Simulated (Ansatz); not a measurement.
Pulling on the C2–H3 bond in C2H6Sn (SMILES [CH3][Sn][CH3]) (multiplicity 1 held, fragments rigid). Energies count from the point at 1.094 Å.
Geometry at that point (charge 0, multiplicity 1):
```xyz
9

Sn     0.1105    -0.0564     0.4115
C      0.4889     1.5448    -1.0685
H     -0.4678     1.9378    -1.4244
H      1.0071     1.1195    -1.9327
H      1.0825     2.3634    -0.6637
C     -1.0545    -1.2560    -1.0381
H     -0.4261    -1.4813    -1.9044
H     -1.9010    -0.6630    -1.3961
H     -1.4257    -2.1881    -0.6143
```

Signs of static correlation in def2-SVP, with CASSCF(2,2), from Ansatz (a program for electronic structure) runs.

```
R (Å)  T1 of restricted CCSD  ⟨S²⟩ of UHF  largest double amplitude of restricted CCSD  weight of the CASSCF reference in MRCISD  CASSCF natural occupations
-----  ---------------------  -----------  -------------------------------------------  ----------------------------------------  --------------------------
0.875                  0.011        0.137                                        0.083                                     0.878                   1.99 0.01
0.984                  0.011        0.131                                        0.082                                     0.878                   1.99 0.01
1.094                  0.011        0.124                                        0.082                                     0.878                   1.98 0.02
1.203                  0.011        0.116                                        0.082                                     0.877                   1.98 0.02
1.312                  0.012        0.107                                        0.081                                     0.877                   1.97 0.03
1.477                  0.012        0.096                                        0.080                                     0.877                   1.95 0.05
1.641                  0.014        0.157                                        0.079                                     0.877                   1.91 0.09
1.914                  0.018          ___                                        0.080                                     0.877                   1.84 0.16
2.187                  0.026        1.010                                          ___                                     0.877                   1.72 0.28
2.516                  0.039        1.141                                        0.235                                     0.877                   1.55 0.45
2.953                  0.058        1.203                                        0.479                                     0.877                   1.33 0.67
3.500                  0.076        1.223                                        0.704                                     0.877                   1.16 0.84
```

**Question.** Some entries are withheld; supply them.

**Answer.** 
- 1.914, ⟨S²⟩ of UHF: 0.748
- 2.187, largest double amplitude of restricted CCSD: 0.113

Doubts at one or more of the structures used: a restricted determinant that unrestricted orbitals would lower (R-CCSD(T)/def2-SVP); other coupled-cluster roots lie near (R-CCSD(T)/def2-SVP); T1 above 0.05 (R-CCSD(T)/def2-SVP, U-CCSD(T)/def2-SVP); a spin-contaminated determinant (U-CCSD(T)/def2-SVP); the program's own flag: large difference (U-CCSD(T)/def2-SVP).
